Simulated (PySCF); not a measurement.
A survey of ¹⁵N NMR shifts

PySCF 2.14.0 with density-fitted response routines calculation with geometry: GFN2-xTB and σ from GIAO-PBE0/pcSseg-1; rapidly exchanging positions averaged, no solvent model, a single conformation, non-relativistic.

Shieldings were converted by a linear fit to measured shifts: ¹⁵N (scatter 6.3 ppm rms vs CH3NO2, solution or neat liquid). A few per cent of atoms miss by over 2 rms, more outside the fitted compound classes.

Give the ¹⁵N shifts of `C[Si@@H](O)NCCN`, `COCC[SiH](N)N`, `C=CCc1cc[n+]([O-])cc1`, `C=CC[Si@@H](CC#N)[SiH2]N`.

## Answers


```
                                                         compound                      environment  δ (ppm)
              [CH3:1][Si@@H:2]([OH:3])[NH:4][CH2:5][CH2:6][NH2:7]  N4: nitrogen bonded to C, Si, H   -350.3
              [CH3:1][Si@@H:2]([OH:3])[NH:4][CH2:5][CH2:6][NH2:7]               N7: amine nitrogen   -363.9
                                                    COCC[SiH](N)N  nitrogen bonded to Si, 2 H (×2)   -365.0
                                            C=CCc1cc[n+]([O-])cc1           cationic ring nitrogen    -86.0
[CH2:1]=[CH:2][CH2:3][Si@@H:4]([CH2:5][C:6]#[N:7])[SiH2:8][NH2:9]             N7: nitrile nitrogen   -125.3
[CH2:1]=[CH:2][CH2:3][Si@@H:4]([CH2:5][C:6]#[N:7])[SiH2:8][NH2:9]   N9: nitrogen bonded to Si, 2 H   -397.1
```
